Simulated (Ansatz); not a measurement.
Born–Oppenheimer molecular dynamics of BF$_{2}$H$_{7}$N$_{2}$O (13 atoms, charge 0, multiplicity 1). It starts at the highest image of a converged band. Of that band: A vibrational analysis at the climbing image gives one clearly imaginary mode, 45i cm⁻¹: a first-order saddle point.

Method: RKS CAM-B3LYP-D4/6-31G in Ansatz.

```yaml
ensemble: NVE (velocity Verlet)
time_step: 0.5 fs
steps_asked: 200
starting_velocities_drawn_for: 100 K
seed: 10659
```

First frame:

```xyz
13
Properties=species:S:1:pos:R:3
B -0.999 0.365 -0.909
O -1.284 -0.593 0.140
F -1.123 -0.179 -2.218
F -1.754 1.567 -0.798
H 0.957 0.253 0.120
N 0.545 0.777 -0.727
H 0.122 -0.968 1.264
N 1.110 -0.757 1.458
H -2.193 -0.930 0.139
H 1.048 0.531 -1.579
H 0.596 1.785 -0.585
H 1.254 -0.295 2.348
H 1.721 -1.556 1.346
```

(1) How far do the bonds stretch over the last three quarters of this one trajectory? (Pairs bonded in most of those frames.)

Answers

(1) 
```json
{"bond": "B1–O2", "mean (Å)": "1.448", "spread (Å)": "0.012", "shortest": "1.42", "longest": "1.47"}
{"bond": "B1–F3", "mean (Å)": "1.423", "spread (Å)": "0.013", "shortest": "1.40", "longest": "1.45"}
{"bond": "B1–F4", "mean (Å)": "1.425", "spread (Å)": "0.009", "shortest": "1.41", "longest": "1.44"}
{"bond": "B1–N6", "mean (Å)": "1.610", "spread (Å)": "0.015", "shortest": "1.58", "longest": "1.65"}
{"bond": "O2–H9", "mean (Å)": "0.970", "spread (Å)": "0.006", "shortest": "0.96", "longest": "0.98"}
{"bond": "H5–N6", "mean (Å)": "1.079", "spread (Å)": "0.017", "shortest": "1.05", "longest": "1.11"}
{"bond": "N6–H10", "mean (Å)": "1.019", "spread (Å)": "0.004", "shortest": "1.01", "longest": "1.03"}
{"bond": "N6–H11", "mean (Å)": "1.020", "spread (Å)": "0.002", "shortest": "1.02", "longest": "1.02"}
{"bond": "H7–N8", "mean (Å)": "1.029", "spread (Å)": "0.003", "shortest": "1.02", "longest": "1.03"}
{"bond": "N8–H12", "mean (Å)": "1.013", "spread (Å)": "0.003", "shortest": "1.01", "longest": "1.02"}
{"bond": "N8–H13", "mean (Å)": "1.014", "spread (Å)": "0.006", "shortest": "1.00", "longest": "1.02"}
```

Mean temperature of the second half: 56 K. The conserved energy stayed within 0.029 meV per atom of its start (net change 0.021 meV per atom), so the integration is sound. The temperature averaged 0.56 of the 100 K drawn at the start: a run that starts near a minimum puts about half its kinetic energy into the potential. A run of 0.1 ps of so small a system gives no equilibrium averages. The orbitals stay closed-shell, which can raise the energy where a bond breaks towards radicals; this wasn't checked here. Limits of this set-up: no polarisation functions.

The run took 5.5 min on 2 threads of Intel(R) Xeon(R) Platinum 8488C (Sapphire Rapids), on a shared host, peak memory 0.21 GiB.
